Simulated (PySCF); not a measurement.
Compound: C6H6F2O2.
Numbering: `[CH3:1][c:2]1[cH:3][cH:4][c:5]([O:6][CH:7]([F:8])[F:9])[o:10]1` (hydrogens: H11, H12, H13 on C1; H14 on C3; H15 on C4; H16 on C7)

Structure used (PBE0-D3(BJ)/def2-SVP), in Å, numbered top down from 1:
```
atom  x, y, z in Å
C1    -2.360    0.851   -0.260
C2    -1.259   -0.122   -0.101
C3    -1.190   -1.478    0.009
C4     0.196   -1.829    0.148
C5     0.854   -0.642    0.111
O6     2.168   -0.376    0.196
C7     2.579    0.933    0.189
F8     2.589    1.406   -1.064
F9     3.826    0.938    0.645
O10    0.013    0.391   -0.039
H11   -3.316    0.316   -0.335
H12   -2.233    1.460   -1.169
H13   -2.420    1.542    0.597
H14   -2.037   -2.160   -0.008
H15    0.641   -2.813    0.261
H16    1.937    1.581    0.809
```

Level: PBE0/def2-SVPD in PySCF, non-relativistic, on one gas-phase PBE0-D3(BJ)/def2-SVP geometry that isn't relaxed in the solvent. The solvent is an IEF-PCM continuum (cavity from Bondi-type radii × 1.2). Only the electrostatic response of the medium enters.

Gas phase at PBE0/def2-SVPD: HOMO -6.22 eV, LUMO 0.28 eV, dipole 2.86 D.

What does the continuum do to the energy, the frontier levels and the dipole at PBE0/def2-SVPD in acetonitrile?

```csv
solvent,ε,E(solvent) − E(gas) (kJ/mol),polarisation term (kJ/mol),distortion of the solute (kJ/mol),HOMO (eV),LUMO (eV),dipole (D)
acetonitrile,35.69,-18.60,-21.21,2.61,-6.15,0.37,3.54
```

Polarisation term: ½ Σ q·V over the induced surface charges. Distortion: the rise of the solute's own energy as its density leaves the gas-phase optimum.

Which radius a makes the point-dipole formula ΔE = −[(ε − 1)/(2ε + 1)]·μ²/a³ give the value in acetonitrile, with the gas-phase dipole?

μ = 1.123 au and |ΔE| = 0.00708 Eh give a = 2.33 Å; the farthest nucleus lies 3.99 Å from the centroid of the nuclei, so such a sphere wouldn't even hold the nuclei. The formula assumes a rigid point dipole at the centre of a sphere.

Give the dipole vector in the frame of the coordinates (D, pointing from negative to positive charge), gas and acetonitrile.

Gas (-2.74, 0.12, 0.79), solvent (-3.37, 0.28, 1.05). Its length changes by +24 % and its direction by 3°.

How does the static polarisability (PBE0/def2-SVPD, frozen core, with the continuum's full static response) change?

| medium | isotropic (au) | principal values (au) | ⟨r²⟩ of the electrons (bohr²) |
| --- | --- | --- | --- |
| gas | 79.3 | 55.7, 84.6, 97.5 | 1614.9 |
| acetonitrile | 103.6 | 75.3, 113.8, 121.8 | 1613.9 |

The isotropic value in acetonitrile is 1.31 times the gas-phase one; no cavity-field correction is applied. ⟨r²⟩ is taken about the centre of nuclear charge.
